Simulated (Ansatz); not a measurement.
Geometry optimisation, RKS PBE-D4/def2-SVP (Ansatz 0.2.0).

Input:

```yaml
crystal:
  periodic: [false, false, false]
  atoms:
    - { symbol: C, position_ang: [-1.17324, -0.05005, -0.88844] }
    - { symbol: S, position_ang: [0.55344, 0.56976, -0.77658] }
    - { symbol: Si, position_ang: [1.32821, 0.03206, 1.05713] }
    - { symbol: F, position_ang: [2.80194, 0.56947, 1.15396] }
    - { symbol: H, position_ang: [-1.80246, 0.43812, -0.15256] }
    - { symbol: H, position_ang: [-1.50689, 0.2251, -1.886] }
    - { symbol: H, position_ang: [-1.20262, -1.1283, -0.78386] }
    - { symbol: H, position_ang: [1.00163, -0.65615, 2.27635] }
total_charge: 1
basis:
  gaussian: { orbitals: def2-SVP }
hamiltonian:
  xc: pbe
  dispersion: d4
relax:
  f_tol: 0.015
  max_steps: 40
```

Launched with:

```bash
$ ansatz run input.yaml --threads 1 --pin off --max-ram 2048MiB --backend cpu --events-out ev --progress --plain --runs-dir out
```

Task: Where does it end, and by what steps?

Result: The run converged. The force dipped under the threshold on the way, but the program's further checks kept it going. Limits of this set-up: the dipole of an ion depends on the origin. After 31 steps the energy has fallen by 0.171 eV; H8 moved furthest, 0.81 Å.

```csv
step,energy less start (eV),largest force component (eV/Å),accepted
0,0.0000,1.192,yes
2,-0.1466,0.386,yes
4,-0.1457,0.352,no
6,-0.1556,0.016,yes
8,-0.1558,0.086,yes
10,-0.1564,0.029,yes
12,-0.1412,0.636,no
14,-0.1573,0.015,yes
16,-0.1593,0.120,yes
18,-0.1381,0.810,no
20,-0.1654,0.168,yes
22,-0.1689,0.017,yes
24,-0.1696,0.070,yes
26,-0.1688,0.114,no
28,-0.1706,0.043,yes
30,-0.1709,0.003,yes
31,-0.1710,0.008,yes
```

```xyz
8
Properties=species:S:1:pos:R:3
C -1.154 0.015 -0.755
S 0.421 0.991 -0.649
Si 1.386 0.027 0.867
F 2.824 0.572 1.285
H -1.972 0.733 -0.555
H -1.205 -0.363 -1.793
H -1.198 -0.827 -0.039
H 0.898 -1.148 1.639
```

Whether the end is a true minimum wasn't checked by a vibrational analysis.

Time of the run: 4.8 min on 1 thread of Intel(R) Xeon(R) Processor @ 2.50GHz (Skylake/Cascade Lake), with other jobs on the host, peak memory 0.15 GiB.
